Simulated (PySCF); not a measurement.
C₂H₄OSe, SMILES C1OC[Se]1.

The structure is a stationary point at PBE-D3(BJ)/def2-SVP. The structure was generated by enumeration, and PubChem lists no compound with its InChIKey, so it may never have been made.

The numbers are results of PBE/def2-TZVP (PySCF), not measurements.

Symmetry labels are those of the subgroup C2v that the program uses (full group C2v).

Question: List the valence orbital energies around the gap with their symmetry. (The exact figures need the calculation; the answer reports its results.)

Answer: 
```csv
orbital,symmetry,energy (eV)
HOMO−7,B1,-12.08
HOMO−6,B2,-11.87
HOMO−5,A1,-11.36
HOMO−4,A2,-10.28
HOMO−3,B2,-8.23
HOMO−2,A1,-7.17
HOMO−1,B1,-6.51
HOMO,B1,-5.19
LUMO,B2,-2.07
LUMO+1,A1,-0.61
LUMO+2,A1,0.71
LUMO+3,B2,1.69
```
